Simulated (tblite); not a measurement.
C₆H₇O₂ (doublet state).
Atom-mapped SMILES: `[C:1]#[C:2][C:3](=[O:4])[O:5][CH2:6][CH2:7][CH3:8]` (hydrogens: H9, H10 on C6; H11, H12 on C7; H13, H14, H15 on C8)
Bond orders are those of one Lewis drawing.

Computed with GFN2-xTB (tblite), gas phase: L-BFGS steps from a force-field or distance-geometry start until the largest atomic force falls under 0.01 eV/Å.

Step 44: E = -663.0564 eV
```
atom  x, y, z in Å  |  force x, y, z in eV/Å
C1      4.4677    0.1246    0.9417   -0.014   0.006  -0.028
C2      3.4484    0.0286    0.3189   -0.016   0.032   0.027
C3      2.1669   -0.1212   -0.3666    0.008  -0.004  -0.002
O4      2.0655   -0.0050   -1.5573   -0.043  -0.018   0.015
O5      1.2220   -0.4115    0.5044    0.029   0.023   0.005
C6     -0.0926   -0.6766    0.0023    0.025  -0.032   0.004
C7     -0.9011    0.5890   -0.2586    0.003   0.001  -0.004
C8     -2.3506    0.2310   -0.5668   -0.027   0.006  -0.006
H9     -0.0123   -1.2598   -0.9198    0.004  -0.053  -0.019
H10    -0.5574   -1.2782    0.7853   -0.036  -0.024   0.008
H11    -0.4598    1.1266   -1.0994   -0.007   0.010  -0.018
H12    -0.8546    1.2341    0.6206    0.001   0.001   0.017
H13    -2.8320   -0.2134    0.3020    0.031   0.007  -0.001
H14    -2.4083   -0.4819   -1.3870    0.033   0.041  -0.007
H15    -2.9062    1.1217   -0.8470    0.010   0.003   0.007
```

Step 45: E = -663.0568 eV
```
atom  x, y, z in Å  |  force x, y, z in eV/Å
C1      4.4700    0.1270    0.9398    0.000   0.006  -0.017
C2      3.4489    0.0290    0.3209   -0.052   0.038  -0.005
C3      2.1667   -0.1194   -0.3658    0.019  -0.030   0.017
O4      2.0628   -0.0059   -1.5562   -0.022  -0.001  -0.006
O5      1.2226   -0.4112    0.5052    0.005   0.025   0.018
C6     -0.0920   -0.6778    0.0024    0.027  -0.041   0.006
C7     -0.9010    0.5876   -0.2596    0.003  -0.014   0.004
C8     -2.3512    0.2324   -0.5674   -0.008   0.005  -0.001
H9     -0.0110   -1.2636   -0.9182    0.006  -0.040  -0.021
H10    -0.5557   -1.2804    0.7855   -0.041  -0.013   0.012
H11    -0.4599    1.1247   -1.1008   -0.001   0.014  -0.015
H12    -0.8559    1.2315    0.6201    0.013   0.012   0.018
H13    -2.8324   -0.2124    0.3004    0.021  -0.004   0.018
H14    -2.4112   -0.4775   -1.3887    0.032   0.015  -0.031
H15    -2.9049    1.1240   -0.8451   -0.004   0.028   0.002
```

Problem. Estimate the geometry and energy of step 46. (The exact step hangs on the optimiser's Hessian estimate; all steps are aligned on step 45, rigid shifts and turns removed.)

Solution. E = -663.0572 eV, largest force 0.060 eV/Å
```
atom  x, y, z in Å  |  force x, y, z in eV/Å
C1      4.4720    0.1283    0.9392   -0.019   0.003  -0.027
C2      3.4496    0.0291    0.3224   -0.038   0.046  -0.009
C3      2.1676   -0.1192   -0.3651    0.008  -0.042   0.027
O4      2.0618   -0.0106   -1.5557   -0.002   0.006  -0.010
O5      1.2232   -0.4076    0.5068   -0.020   0.013   0.014
C6     -0.0909   -0.6782    0.0029    0.013  -0.033   0.003
C7     -0.9016    0.5868   -0.2610    0.007  -0.019   0.008
C8     -2.3526    0.2331   -0.5676    0.009   0.001   0.002
H9     -0.0086   -1.2662   -0.9168    0.011  -0.023  -0.010
H10    -0.5552   -1.2814    0.7858   -0.030   0.000   0.009
H11    -0.4618    1.1230   -1.1038    0.001   0.011   0.000
H12    -0.8574    1.2315    0.6184    0.024   0.009   0.009
H13    -2.8308   -0.2170    0.2992    0.017  -0.003   0.007
H14    -2.4132   -0.4706   -1.3938    0.024   0.006  -0.028
H15    -2.9064    1.1269   -0.8385   -0.004   0.024   0.005
```

The energy changes by -0.0004 eV. The first-order estimate −F·Δx gives -0.0006 eV and the mean of the old and new forces, exact on a quadratic surface, -0.0004 eV. The step makes an angle of 74° with the force vector and moves no atom by more than 0.009 Å.

The cost below is that of the whole relaxation. Hardware: one thread, Intel Xeon at 2.60 GHz (x86_64), shared host. Cost: 0.5 s.
